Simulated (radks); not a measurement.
Q: Ionisation of neutral sulfur, [Ne] 3s2 3p4, to [Ne] 3s2 3p3 as the strength of local exchange is varied. Calculated with a radial shooting solver on a logarithmic mesh with Libxc functionals: scalar-relativistic Kohn-Sham, Slater X-alpha exchange (alpha = 2/3 is LDA exchange), no correlation, spin-unpolarised, spherical densities, point nucleus.

alpha  E(S) (hartree)  exchange (hartree)  IE (eV)  -e of the level emptied (eV)  <r> of it (bohr)
0.667      -396.61363           -22.95747   10.622                    5.947 (3p)             2.103
0.758      -399.75706           -26.26607   11.644                    6.840 (3p)             2.049
0.759      -399.79172           -26.30266   11.656                    6.850 (3p)             2.048
1.018      -408.85484           -35.95028   14.798                    9.657 (3p)             1.912
?          -406.21280           -33.12170   13.854                    8.805 (3p)             1.949

Which alpha was used in the last row?

A: alpha = 0.943. NIST Atomic Spectra Database: 10.360 eV (measured). The central value is not met in this range of alpha. Spin polarisation and multiplet splitting are left out, so open shells lie too high by an amount that depends on their filling.

Beside tabulated values, note that spin-unpolarised runs miss the spin-polarisation part of the exchange energy of open shells.
